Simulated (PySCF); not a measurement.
Br5Ta, charge +1, doublet, at a GFN2-xTB geometry (such geometries of metal compounds can be far from the true shape) (the multiplicity is a formal guess) (core potentials on Ta); DF-SVWN5/def2-SVP (PySCF).

PySCF was given this input:
```python
from pyscf import gto, scf, dft

mol = gto.Mole()
mol.atom = '''
    Ta    0.069332   -0.020615    0.064280
    Br    1.847606   -0.549354    1.712961
    Br   -1.848317    0.549566   -1.713620
    Br    0.348093    2.381144    0.287409
    Br    1.176850   -1.191093   -1.752124
    Br   -1.668841   -1.147265    1.331305
'''
mol.basis = 'def2-svp'
mol.ecp = {'Ta': 'def2-svp'}
mol.charge = 1
mol.spin = 1
mol.verbose = 4
mol.symmetry = True
mol.build()

mf = dft.UKS(mol)
mf.xc = 'lda,vwn'
mf = mf.density_fit(auxbasis='def2-universal-jkfit')
mf.kernel()
mf.analyze()
```

Write the output that PySCF gives for this input, abridged.


```
PySCF version 2.14.0

[INPUT] verbose = 4
[INPUT] num. atoms = 6
[INPUT] num. electrons = 187
[INPUT] charge = 1
[INPUT] spin (= nelec alpha-beta = 2S) = 1
[INPUT] symmetry True subgroup None
[INPUT] Mole.unit = angstrom
[INPUT] Symbol           X                Y                Z      unit          X                Y                Z       unit  Magmom
[...]
nuclear repulsion = 2172.85700061006
point group symmetry = C1
symmetry origin: [0. 0. 0.]
symmetry axis x: [1. 0. 0.]
symmetry axis y: [0. 1. 0.]
symmetry axis z: [0. 0. 1.]
num. orbitals of irrep A = 192
number of shells = 72
number of NR pGTOs = 427
number of NR cGTOs = 192
basis = def2-svp
ecp = {'Ta': 'def2-svp'}

******** <class 'pyscf.df.df_jk.DFUKS'> ********
method = DFUKS
initial guess = minao
damping factor = 0
level_shift factor = 0
DIIS = <class 'pyscf.scf.diis.CDIIS'>
diis_start_cycle = 1
diis_space = 8
diis_damp = 0
SCF conv_tol = 1e-09
SCF conv_tol_grad = None
SCF max_cycles = 50
direct_scf = False
number electrons alpha = 94  beta = 93
XC library pyscf.dft.libxc version 7.1.2
    S. Lehtola, C. Steigemann, M. J. T. Oliveira, and M. A. L. Marques,  SoftwareX 7, 1–5 (2018)
XC functionals = lda,vwn
    P. A. M. Dirac,  Math. Proc. Cambridge Philos. Soc. 26, 376 (1930)
    F. Bloch,  Z. Phys. 57, 545 (1929)
    S. H. Vosko, L. Wilk, and M. Nusair,  Can. J. Phys. 58, 1200 (1980)
radial grids:
    Treutler-Ahlrichs [JCP 102, 346 (1995); DOI:10.1063/1.469408] (M4) radial grids

becke partition: Becke, JCP 88, 2547 (1988); DOI:10.1063/1.454033
pruning grids: <function nwchem_prune>
grids dens level: 3
symmetrized grids: True
atomic radii adjust function: <function treutler_atomic_radii_adjust>
small_rho_cutoff = 0
Set gradient conv threshold to 3.16228e-05
tot grids = 126128
init E= -12891.1062901419

cycle= 1 E= -12906.0503307385  delta_E= -14.9  |g|= 2.22  |ddm|= 6.07

cycle= 2 E= -12901.5724720169  delta_E= 4.48  |g|= 3.22  |ddm|= 5.06
cycle= 3 E= -12908.1465171949  delta_E= -6.57  |g|= 0.548  |ddm|= 3.74

cycle= 4 E= -12907.1983774767  delta_E= 0.948  |g|= 1.39  |ddm|= 2.17
cycle= 5 E= -12908.1937222163  delta_E= -0.995  |g|=  0.5  |ddm|= 1.74
cycle= 6 E= -12908.2580077353  delta_E= -0.0643  |g|= 0.391  |ddm|=  1.4
cycle= 7 E= -12908.2760615698  delta_E= -0.0181  |g|= 0.31  |ddm|=  1.1
cycle= 8 E= -12908.3409332399  delta_E= -0.0649  |g|= 0.16  |ddm|= 1.28
cycle= 9 E= -12908.3495501151  delta_E= -0.00862  |g|= 0.124  |ddm|= 1.27
cycle= 10 E= -12908.3487098502  delta_E= 0.00084  |g|= 0.123  |ddm|= 1.27

cycle= 11 E= -12908.3583172623  delta_E= -0.00961  |g|= 0.0699  |ddm|= 1.25
cycle= 12 E= -12908.357421278  delta_E= 0.000896  |g|= 0.0767  |ddm|= 1.22
cycle= 13 E= -12908.3570882904  delta_E= 0.000333  |g|= 0.0786  |ddm|= 0.894

cycle= 14 E= -12908.3586396617  delta_E= -0.00155  |g|= 0.0677  |ddm|= 1.26

cycle= 15 E= -12908.3590888373  delta_E= -0.000449  |g|= 0.0651  |ddm|= 1.25

cycle= 16 E= -12908.3594052263  delta_E= -0.000316  |g|= 0.0611  |ddm|= 1.23

cycle= 17 E= -12908.3595093239  delta_E= -0.000104  |g|= 0.0603  |ddm|= 0.0412

cycle= 18 E= -12908.3594268718  delta_E= 8.25e-05  |g|= 0.0604  |ddm|= 0.249

cycle= 19 E= -12908.3596797776  delta_E= -0.000253  |g|= 0.0583  |ddm|= 0.155

cycle= 20 E= -12908.3587004993  delta_E= 0.000979  |g|= 0.067  |ddm|= 1.13

cycle= 21 E= -12908.3589221526  delta_E= -0.000222  |g|= 0.0652  |ddm|= 0.99

cycle= 22 E= -12908.359211866  delta_E= -0.00029  |g|= 0.0629  |ddm|= 0.76

cycle= 23 E= -12908.3593269915  delta_E= -0.000115  |g|= 0.063  |ddm|= 0.218

cycle= 24 E= -12908.3592569352  delta_E= 7.01e-05  |g|= 0.0633  |ddm|= 0.0475

cycle= 25 E= -12908.3595131996  delta_E= -0.000256  |g|= 0.06  |ddm|= 0.831

cycle= 26 E= -12908.3594350494  delta_E= 7.82e-05  |g|= 0.0604  |ddm|= 1.19

cycle= 27 E= -12908.3596601013  delta_E= -0.000225  |g|= 0.0582  |ddm|= 0.323
cycle= 28 E= -12908.3563043189  delta_E= 0.00336  |g|= 0.0845  |ddm|= 1.21
cycle= 29 E= -12908.3585927675  delta_E= -0.00229  |g|= 0.068  |ddm|= 0.0847

[...]
SCF not converged.
Total Energy =                      -12908.359567124847672
[...]
spin_pop of  2 Br 4dyz     -0.00007
spin_pop of  2 Br 4dz^2    -0.00007
spin_pop of  2 Br 4dxz     -0.00008
spin_pop of  2 Br 4dx2-y2   -0.00011
spin_pop of  2 Br 5dxy      0.00000
spin_pop of  2 Br 5dyz     -0.00000
spin_pop of  2 Br 5dz^2    -0.00001
spin_pop of  2 Br 5dxz      0.00000
spin_pop of  2 Br 5dx2-y2   -0.00000
spin_pop of  3 Br 1s        0.00000
spin_pop of  3 Br 2s       -0.00000
spin_pop of  3 Br 3s        0.00000
spin_pop of  3 Br 4s        0.00016
spin_pop of  3 Br 5s       -0.00015
spin_pop of  3 Br 2px       0.00000
spin_pop of  3 Br 2py       0.00000
spin_pop of  3 Br 2pz       0.00000
spin_pop of  3 Br 3px       0.00001
spin_pop of  3 Br 3py       0.00000
spin_pop of  3 Br 3pz       0.00000
spin_pop of  3 Br 4px       0.04533
spin_pop of  3 Br 4py       0.00280
spin_pop of  3 Br 4pz       0.01814
spin_pop of  3 Br 5px      -0.00009
spin_pop of  3 Br 5py      -0.00000
spin_pop of  3 Br 5pz      -0.00013
spin_pop of  3 Br 3dxy     -0.00000
spin_pop of  3 Br 3dyz     -0.00000
spin_pop of  3 Br 3dz^2    -0.00000
spin_pop of  3 Br 3dxz     -0.00000
spin_pop of  3 Br 3dx2-y2   -0.00000
spin_pop of  3 Br 4dxy     -0.00017
spin_pop of  3 Br 4dyz     -0.00017
spin_pop of  3 Br 4dz^2    -0.00003
spin_pop of  3 Br 4dxz     -0.00002
spin_pop of  3 Br 4dx2-y2   -0.00004
spin_pop of  3 Br 5dxy     -0.00000
spin_pop of  3 Br 5dyz     -0.00000
spin_pop of  3 Br 5dz^2    -0.00000
spin_pop of  3 Br 5dxz     -0.00000
spin_pop of  3 Br 5dx2-y2   -0.00000
spin_pop of  4 Br 1s        0.00000
spin_pop of  4 Br 2s       -0.00000
spin_pop of  4 Br 3s        0.00001
spin_pop of  4 Br 4s        0.00017
spin_pop of  4 Br 5s       -0.00013
spin_pop of  4 Br 2px       0.00000
spin_pop of  4 Br 2py       0.00000
spin_pop of  4 Br 2pz       0.00000
spin_pop of  4 Br 3px       0.00005
spin_pop of  4 Br 3py       0.00001
spin_pop of  4 Br 3pz       0.00002
spin_pop of  4 Br 4px       0.15217
spin_pop of  4 Br 4py       0.02164
spin_pop of  4 Br 4pz       0.07899
spin_pop of  4 Br 5px      -0.00003
spin_pop of  4 Br 5py      -0.00013
spin_pop of  4 Br 5pz      -0.00002
spin_pop of  4 Br 3dxy     -0.00000
spin_pop of  4 Br 3dyz     -0.00000
spin_pop of  4 Br 3dz^2    -0.00000
spin_pop of  4 Br 3dxz     -0.00000
spin_pop of  4 Br 3dx2-y2   -0.00000
spin_pop of  4 Br 4dxy     -0.00012
spin_pop of  4 Br 4dyz     -0.00006
spin_pop of  4 Br 4dz^2    -0.00021
spin_pop of  4 Br 4dxz     -0.00004
spin_pop of  4 Br 4dx2-y2   -0.00011
spin_pop of  4 Br 5dxy     -0.00000
spin_pop of  4 Br 5dyz     -0.00000
spin_pop of  4 Br 5dz^2    -0.00001
spin_pop of  4 Br 5dxz     -0.00000
spin_pop of  4 Br 5dx2-y2   -0.00000
spin_pop of  5 Br 1s        0.00000
spin_pop of  5 Br 2s       -0.00000
spin_pop of  5 Br 3s        0.00000
spin_pop of  5 Br 4s        0.00016
spin_pop of  5 Br 5s       -0.00017
spin_pop of  5 Br 2px       0.00000
spin_pop of  5 Br 2py       0.00000
spin_pop of  5 Br 2pz       0.00000
spin_pop of  5 Br 3px       0.00001
spin_pop of  5 Br 3py       0.00000
spin_pop of  5 Br 3pz       0.00001
spin_pop of  5 Br 4px       0.03038
spin_pop of  5 Br 4py       0.01439
spin_pop of  5 Br 4pz       0.03084
spin_pop of  5 Br 5px      -0.00006
spin_pop of  5 Br 5py      -0.00013
spin_pop of  5 Br 5pz      -0.00015
spin_pop of  5 Br 3dxy     -0.00000
spin_pop of  5 Br 3dyz     -0.00000
spin_pop of  5 Br 3dz^2    -0.00000
spin_pop of  5 Br 3dxz     -0.00000
spin_pop of  5 Br 3dx2-y2   -0.00000
spin_pop of  5 Br 4dxy     -0.00004
spin_pop of  5 Br 4dyz     -0.00011
spin_pop of  5 Br 4dz^2    -0.00018
spin_pop of  5 Br 4dxz     -0.00005
spin_pop of  5 Br 4dx2-y2   -0.00014
spin_pop of  5 Br 5dxy     -0.00000
spin_pop of  5 Br 5dyz     -0.00000
spin_pop of  5 Br 5dz^2    -0.00000
spin_pop of  5 Br 5dxz     -0.00000
spin_pop of  5 Br 5dx2-y2   -0.00000
In total            94.00000 | 93.00000

WARN: System has nonzero charge 1; the dipole moment is origin-dependent.
Location of origin: [0. 0. 0.]

Dipole moment(X, Y, Z, Debye):  1.02732, -1.13422, -1.44699
```

The run did not converge; its last values are not results.
